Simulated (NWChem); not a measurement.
Molecule: InH3; SMILES [InH3]

Computed with NWChem. Medium grid unless said otherwise, to which SCAN and Minnesota functionals are sensitive. The geometry was optimised at PBE-D3(BJ)/def2-SVP. def2 effective core potentials on In; no spin-orbit coupling. Hybrids' shares of exact exchange are those that their runs print; pure functionals count as 0. The functionals differ in more than this share.

| row | share of exact exchange | highest occupied level (eV) |
|---|---|---|
| PBE/def2-SVP | 0.00 | -6.94 |
| M06-L/def2-SVP | 0.00 | -7.12 |
| TPSSh/def2-SVP | 0.10 | -7.60 |
| B3LYP/def2-SVP | 0.20 | -7.93 |
| M06/def2-SVP | 0.27 | -8.03 |
| M06-2X/def2-SVP | 0.54 | withheld |

Fit a straight line of the last column on the one before it, predict the withheld value, and compare with the run.


1. Means of the 5 shown rows: x = 0.114, y = -7.524. Slope Σ(x − x̄)(y − ȳ)/Σ(x − x̄)² = -0.2254/0.05792 = -3.892; intercept -7.080.
2. The shown rows scatter about the line by 0.104 (root mean square); the largest residual is +0.14, at PBE/def2-SVP.
3. At x = 0.54 (M06-2X/def2-SVP; beyond the shown range) the line gives -9.18.
4. The run gives -9.16, +0.02 from the line, 0.2 times the scatter.
